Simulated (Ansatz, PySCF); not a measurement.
C2H6BF2N, SMILES CCNB(F)F.

Geometry: PBE0-D3(BJ)/def2-SVP. This is a generated structure with no PubChem entry under its InChIKey; it may be hypothetical. The values are those of a single conformer.

Vertical ionisation energy (IE) and electron affinity (EA) in eV. Rows of orbital energies are one-electron estimates. Where ΔSCF, EOM or ADC give a negative EA the extra electron is unbound and the value depends on the basis.

```
level                                                                        IE     EA
------------------------------------------------------------------------  -----  -----
−ε(HOMO), −ε(LUMO), B3LYP/def2-TZVP (PySCF)                                7.57  -0.40
−ε(HOMO), −ε(LUMO), PBE/def2-TZVP (PySCF)                                  6.38   0.04
ΔSCF, CAM-B3LYP/def2-SVPD (Ansatz), final states of multiplicity 2 and 2  10.25  -1.47
ΔSCF, PBE/def2-SVPD (Ansatz), final states of multiplicity 2 and 2         9.90  -1.22
```

**Question.** What vertical singlet–triplet gap does ΔSCF give with CAM-B3LYP/def2-SVPD (Ansatz, a first-principles code) and with PBE/def2-SVPD (Ansatz)? (An estimate is asked for; the answer gives what the named calculation found.)

**Answer.** 6.88 and 6.39 eV (triplet above singlet where positive).
